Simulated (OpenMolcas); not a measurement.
An OpenMolcas run meant for Kr⁴⁺ (ANO-R2, X2C; inactive shells 1s 2s 2p 3s 3p 3d; intended active space 4 electrons in 4 orbitals (4s 4p)). One step of its input:

```
&CASPT2
Multistate=3 1 2 3
Frozen=3 6
IPEA=0.25
Imaginary=0.1
MaxIter=60
WThr=0.0 0.3 0.05
PrWF=0.5
NoMix
Deleted=15 16
```

The run finished. Its levels beside those of a sound run (SS-CASPT2, IPEA 0.25 Eh, imaginary shift 0.1 Eh (closed shells correlated: 3d)), in cm⁻¹ above each run's lowest level:

| Level | This run | Usual run |
| --- | --- | --- |
| 4s² 4p² ³P₀ | 0.0 | 0.0 |
| 4s² 4p² ³P₁ | 3346 | 3341 |
| 4s² 4p² ³P₂ | 6980 | 6911 |
| 4s² 4p² ¹D₂ | 19617 | 18787 |
| 4s² 4p² ¹S₀ | 38502 | 38676 |
| 4s 4p³ ⁵S°₂ | 91024 | 94970 |

Question: Which setting is unsound, and how much does it matter here?

Answer: Nearly half of the orbitals are deleted from the virtual space, which removes much of the correlation energy. Against the sound run the excited levels shown move by 1000 cm-1 on average and by 3900 cm-1 at most.

Term energies are means over components that CASPT2 splits; among the terms shown or strongly mixed into the levels shown the widest spread is 1000 cm-1 (4s² 4p² ¹D, this run). Over all roots computed the reference weight is 0.88 to 0.97 in the sound run, 0.90 to 0.99 in this run; the roots of lowest weight are the least certain, and an intruder state may touch them. Terms of s pⁿ other than that of highest spin mix with s² pⁿ⁻² d, which this space lacks; all of them can be thousands of cm-1 off, and some have no real level of that name. Only configurations of the active space appear.

° marks odd parity.
